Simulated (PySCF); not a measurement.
## Working out the ionisation energy of Mn

Mn [Ar] 3d5 4s2 (6S) → Mn+ [Ar] 3d5 4s1 (7S). All numbers are calculated (PySCF 2.14, the non-relativistic Hamiltonian (point nucleus), in def2-SVP (5s3p2d1f, 31 functions)). Frozen: [Ar]. Energies in hartree (1 hartree = 27.21139 eV):

| part | Mn (lower) | Mn+ (upper) |
| --- | --- | --- |
| UHF | -1149.697283 | -1149.478460 |
| MP2 opposite-spin | -0.023411 | 0.000000 |
| MP2 same-spin | -0.048065 | -0.047646 |

Q: What does Hartree-Fock give?

A: (-1149.478460) − (-1149.697283) = 0.218823 hartree = 5.954 eV.

Q: What do MP2 and SCS-MP2 (6/5 opposite-spin, 1/3 same-spin) give?

A: The opposite-spin parts differ by 0.637 eV and the same-spin parts by 0.011 eV. MP2: 5.954 + (0.637) + (0.011) = 6.602 eV. SCS-MP2: 5.954 + 1.2 × (0.637) + (0.011)/3 = 6.722 eV.

Measured between the centres of the two terms (NIST): 7.434 eV, so MP2 (valence) is off by -0.832 eV.

The calculation is non-relativistic.

A double-zeta basis recovers only part of the correlation energy.

What remains against the reference includes basis incompleteness, the frozen core and correlation beyond second order.
